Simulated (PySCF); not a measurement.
# Dipole response of Pb²⁺ (lead, charge +2)

[Xe] 4f14 5d10 6s2, closed-shell 1S. Computed with PySCF 2.14 in aug-cc-pwCVTZ-DK3 with one added diffuse shell each of s, d, f type (12s10p9d6f1g, 138 functions), with scalar relativity by spin-free X2C-1e. Coupled (time-dependent) response in atomic units; α is the mean over directions.

| method | mean α (bohr³) | C₆ (like pair) | S(−4) |
| --- | --- | --- | --- |
| BLYP | 13.20 | 91.31 | 47.01 |

S(−4) is the Cauchy moment in α(ω) = α(0) + S(−4) ω² + …

α(iu) at BLYP:

```json
{"u (hartree)": "0", "α(iu) (bohr³)": "13.20"}
{"u (hartree)": "0.0500", "α(iu) (bohr³)": "13.09"}
{"u (hartree)": "0.100", "α(iu) (bohr³)": "12.76"}
{"u (hartree)": "0.200", "α(iu) (bohr³)": "11.64"}
{"u (hartree)": "0.300", "α(iu) (bohr³)": "10.28"}
{"u (hartree)": "0.500", "α(iu) (bohr³)": "7.881"}
{"u (hartree)": "0.750", "α(iu) (bohr³)": "5.879"}
{"u (hartree)": "1.00", "α(iu) (bohr³)": "4.614"}
{"u (hartree)": "1.50", "α(iu) (bohr³)": "3.129"}
{"u (hartree)": "2.00", "α(iu) (bohr³)": "2.282"}
{"u (hartree)": "3.00", "α(iu) (bohr³)": "1.366"}
{"u (hartree)": "5.00", "α(iu) (bohr³)": "0.6387"}
```

For an ion, C₆ is the dispersion term alone; charge-induced terms of lower order in 1/R come first.

Spin-orbit coupling, which splits the p, d and f shells strongly at this Z, is absent.
